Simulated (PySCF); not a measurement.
C6H9NO.
Numbering: `[CH3:1][C:2](=[O:3])[NH:4][C@H:5]1[CH:6]=[CH:7][CH2:8]1` (hydrogens: H9, H10, H11 on C1; H12 on N4; H13 on C5; H14 on C6; H15 on C7; H16, H17 on C8)

Computed with PySCF 2.14.0, density-fitted response routines, TDDFT PBE0/def2-SVPD, vertical, gas phase, core orbitals frozen in the response. One conformer (not necessarily the lowest) at the GFN2-xTB geometry, without solvent, vibrations or thermal averaging. Torsions of this conformer, `[CH3:1][C:2](=[O:3])[NH:4][C@H:5]1[CH:6]=[CH:7][CH2:8]1`: C1–C2–N4–C5 180°, C2–N4–C5–C6 135°.

| state | λ (nm) | E (eV) | f | main configurations (H = HOMO, L = LUMO) |
| --- | --- | --- | --- | --- |
| S1 | 215.1 | 5.76 | 0.0043 | H-1→L+2 (31%), H-1→L+1 (18%), H→L+2 (18%) |
| S2 | 208.2 | 5.95 | 0.027 | H→L (62%), H-1→L (32%) |
| S3 | 193.9 | 6.39 | 0.018 | H-1→L (54%), H→L (22%), H→L+1 (19%) |
| S4 | 187.2 | 6.62 | 0.026 | H→L+1 (49%), H-1→L+1 (20%), H→L+2 (18%) |
| S5 | 180.4 | 6.87 | 0.082 | H-1→L+1 (52%), H→L+2 (36%) |
| S6 | 177.4 | 6.99 | 0.169 | H-1→L+2 (52%), H→L+2 (19%), H→L+1 (15%) |

Triplets (Tamm–Dancoff): T1 4.30 eV, H-2→L (48%), H→L (41%); T2 5.27 eV, H→L+2 (26%), H-1→L+2 (24%), H-1→L+1 (14%).

The lowest singlet comes at 215 nm (556 kJ/mol) in the ultraviolet; it is very weak; its leading configuration is HOMO-1→LUMO+2 (31%). The strongest level in the table is S6 at 6.99 eV (177 nm, f = 0.169). It is the last of those listed, so stronger ones may follow. Löwdin shares by element: HOMO oxygen 29%, nitrogen 22%, carbon 22% or more (atoms not listed hold the other 26%); LUMO carbon 62% or more, hydrogen 11% or more (atoms not listed hold the other 27%). The listed states span 1.22 eV, and the widest gap between neighbours is 0.44 eV (S2 to S3). Weighted by f, the mean energy of these states is 6.80 eV. The oscillator strengths of these states sum to 0.325; summed over the whole spectrum of an exact calculation they would give the number of electrons, 60 (Thomas–Reiche–Kuhn). Only the lowest 6 singlets were computed, as vertical energies without vibronic structure.
